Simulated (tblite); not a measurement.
Compound: C₇H₉ (doublet state).
Cartesian coordinates in Å at the GFN2-xTB level; atoms count from 1:
```xyz
16
C7H9 angstrom
C     -2.957   -1.297   -0.886
C     -1.709   -0.971   -0.887
C     -1.013   -0.121    0.164
C      0.267   -0.709    0.698
C      1.037    0.260    0.203
C      2.483    0.581    0.221
C     -0.117    1.014   -0.412
H     -3.818   -1.138   -0.277
H     -1.039   -1.302   -1.672
H     -1.730    0.205    0.919
H      0.449   -1.606    1.261
H      3.038   -0.177    0.769
H      2.649    1.551    0.692
H      2.870    0.639   -0.797
H     -0.109    1.079   -1.499
H     -0.309    2.002    0.005
```

Computed with GFN2-xTB (tblite): harmonic, unscaled wavenumbers at the GFN2-xTB geometry, gas phase. Errors from tens to a few hundred cm⁻¹ against measured bands are possible. One conformer, not necessarily the lowest. Open shells enter through the occupations alone, without spin polarisation, and single modes of such species can be off by tens of per cent.

Harmonic wavenumbers (cm⁻¹): 67.5, 96.5, 115.8, 269.1, 317.3, 345.4, 359.9, 439.7, 619.4, 672.1, 748.7, 781.9, 868.6, 928.1, 944.3, 968.1, 994.5, 1000.2, 1030.4, 1053.5, 1082.0, 1158.0, 1179.4, 1194.1, 1208.0, 1264.3, 1288.0, 1394.4, 1455.6, 1469.2, 1474.7, 1705.2, 1720.8, 2958.5, 2987.6, 2992.6, 3000.5, 3005.3, 3007.5, 3038.1, 3126.2, 3181.1.

A = 8963, B = 1472, C = 1391 MHz; mass 93.070 u (most abundant isotopes); point group C1, symmetry number 1; spin multiplicity 2.

What is the zero-point energy?

Half the sum of the wavenumbers: 28756 cm⁻¹ = 82.22 kcal/mol.

Give the ideal-gas entropy at 273.15 K and 1 bar in the rigid-rotor, harmonic-oscillator model (classical rotation).

Translation 39.10, rotation 27.00, vibration 17.59, spin (R ln 2) 1.38: S = 85.1 cal/(mol K).

And Cp and H(273.15 K) − H(0)?

Cp = 28.04 cal/(mol K), of which vibrations give 20.09 (their classical limit is 42 R = 83.5); H(273.15 K) − H(0) = 4.80 kcal/mol without the zero-point energy, 2.63 from vibrations.

Blend soft modes into free rotors: weight 1/[1 + (100 cm⁻¹/ν̃)⁴] for the oscillator and the rest for a rotor with moment μB/(μ + B), μ = h/(8π²ν), B = 10⁻⁴⁴ kg m². What vibrational entropy results?

16.44 cal/(mol K) in place of 17.59, which changes −T·S at 273.15 K by +0.31 kcal/mol.

What must be added to the electronic energy to get the Gibbs energy at 273.15 K and 1 bar?

ZPE + [H(273.15 K) − H(0)] − T·S = 82.22 + 4.80 − 23.24 = 63.78 kcal/mol.

How do the functions run with temperature in this model?

| T (K) | S (cal/(mol K)) | Cp (cal/(mol K)) | H − H(0) (kcal/mol) | G − H(0) (kcal/mol) | ln q(vib) |
| --- | --- | --- | --- | --- | --- |
| 150 | 71.5 | 18.5 | 1.96 | -8.77 | 1.86 |
| 250 | 82.7 | 26.1 | 4.17 | -16.49 | 3.60 |
| 298.15 | 87.6 | 30.2 | 5.53 | -20.59 | 4.45 |
| 400 | 97.7 | 38.8 | 9.05 | -30.04 | 6.31 |
| 600 | 116.1 | 52.1 | 18.22 | -51.45 | 10.05 |
| 900 | 139.9 | 64.9 | 35.93 | -89.96 | 15.58 |

q(vib) and H(0) count from the zero-point level.

Hindered rotation and anharmonicity are outside this model. Other conformers, if any are populated, would add a mixing term that is left out. The structure is chiral; the term R ln 2 for an equal mix with its mirror image is left out.
